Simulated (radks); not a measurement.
Results of a calculation; reference values are marked as such.
Question: Ionisation of the iodine ion I2+, [Kr] 4d10 5s2 5p3, to I3+, [Kr] 4d10 5s2 5p2, under several functionals. Scalar-relativistic Kohn-Sham, spin-unpolarised, spherical densities, finite nucleus; a radial shooting solver on a logarithmic mesh with Libxc functionals. The NIST Atomic Spectra Database gives 29.57 eV (measured). Rank these functionals by the error of their Delta-SCF ionisation energy: PW91; PBEsol; AM05; RPBE; XLYP; exchange-only LDA; MS2 meta-GGA.

Answer: From best to worst: PW91 29.417 eV (-0.153); PBEsol 29.386 eV (-0.184); AM05 29.350 eV (-0.220); MS2 meta-GGA 29.348 eV (-0.222); RPBE 29.251 eV (-0.319); XLYP 29.239 eV (-0.331); exchange-only LDA 28.265 eV (-1.305). Spin polarisation and multiplet splitting are left out, so open shells lie too high by an amount that depends on their filling. Spin-orbit splitting is averaged out at the scalar-relativistic level.

Beside tabulated values, note that spin-unpolarised runs miss the spin-polarisation part of the exchange energy of open shells.
